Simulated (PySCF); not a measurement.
**Worked example: chemical shift, span and skew from a shielding tensor**

cyclobutene (C4H6), SMILES C1=CCC1. Atoms are numbered in the order given.

```xyz
10

C      0.0000     0.6719    -0.8142
C      0.0000    -0.6719    -0.8142
C      0.0000    -0.7848     0.6995
C      0.0000     0.7848     0.6995
H      0.0000     1.4247    -1.6076
H      0.0000    -1.4247    -1.6076
H      0.8948    -1.2492     1.1479
H     -0.8948    -1.2492     1.1479
H     -0.8948     1.2492     1.1479
H      0.8948     1.2492     1.1479
```
Charge 0, spin multiplicity 1.

Geometry: B3LYP-D3(BJ)/def2-SVP.

GIAO shieldings from PySCF with PBE/pcSseg-1, non-relativistic, no solvent. The symmetric part of the tensor of C3 has the principal values 133.9, 143.5, 153.5 ppm. The same nucleus in TMS has σ = 182.0 ppm at this level (PySCF, at its B3LYP-D3(BJ)/def2-TZVP geometry).

Problem. Work out the isotropic shielding, the ¹³C shift against TMS, the span and the skew.

Solution. 
σ(iso) = (σ11 + σ22 + σ33)/3 = 143.6 ppm. δ = σ(ref) − σ(iso) = 182.0 − (143.6) = 38.4 ppm.
Span Ω = σ33 − σ11 = 19.6 ppm. Skew κ = 3(σ(iso) − σ22)/Ω = 0.02. Tumbling in solution averages the tensor to δ; in a static solid the shielding alone would spread this spin-1/2 line over Ω.
